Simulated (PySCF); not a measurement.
OSe, SMILES O=[Se] (connectivity only; charge and spin as stated), neutral, multiplicity 3. Atoms are numbered in the order given.

```xyz
2

O      0.0000     0.0000    -1.3218
Se     0.0000     0.0000     0.3110
```
Charge 0, spin multiplicity 3.

Coordinates come from a PBE0-D3(BJ)/def2-TZVP optimisation.

All values below come from CAM-B3LYP/def2-TZVPD (PySCF).

The molecule is in vacuum.

```
Property                                                          Result
-----------------------------------------------  -----------------------
total energy                                         -2476.85752 hartree
point group                                                          C∞v
α spin, highest occupied and lowest empty level        -8.87 and 0.10 eV
β spin, highest occupied and lowest empty level      -11.44 and -2.47 eV
dipole moment                                                     2.23 D
mean static polarisability                          29.5 bohr³ (4.36 Å³)
polarisability, principal values                  25.3, 25.3, 37.8 bohr³
⟨S²⟩                                             2.012 (pure state 2.00)
```
